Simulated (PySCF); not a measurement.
# Dipole response of Ag+ (silver, charge +1)

[Kr] 4d9 5s1, high-spin 3D determinant (an excited configuration). Computed with PySCF 2.14 in x2c-QZVPPall with one added diffuse shell each of s, p, d, f, g type (14s9p8d5f3g, 143 functions), with the spin-free X2C one-electron Hamiltonian (Gaussian nucleus). Coupled (time-dependent) response in atomic units; α is the mean over directions.

| method | mean α (bohr³) | α xx, yy, zz | C₆ (like pair) | S(−4) |
| --- | --- | --- | --- | --- |
| PBE | 23.62 | 23.87, 23.87, 23.13 | 147.4 | 353.3 |

S(−4) is the Cauchy moment in α(ω) = α(0) + S(−4) ω² + …

Spin-orbit coupling is absent.

α(iu) at PBE:

| u (hartree) | α(iu) (bohr³) |
| --- | --- |
| 0 | 23.62 |
| 0.0500 | 22.78 |
| 0.100 | 20.69 |
| 0.200 | 15.79 |
| 0.300 | 12.12 |
| 0.500 | 8.083 |
| 0.750 | 5.672 |
| 1.00 | 4.331 |
| 1.50 | 2.844 |
| 2.00 | 2.029 |
| 3.00 | 1.180 |
| 5.00 | 0.5390 |

A single London oscillator, α(iu) = α/(1 + u²/ω²), gives C₆ = (3/4) ω α². Matching the computed C₆ needs ω = 4 × 147.4 / (3 × 23.62²) = 0.352 hartree.

For an ion, C₆ is the dispersion term alone; charge-induced terms of lower order in 1/R come first.

The components differ because the open shell of this determinant is not spherical; for a pure term their mean is the scalar polarisability.
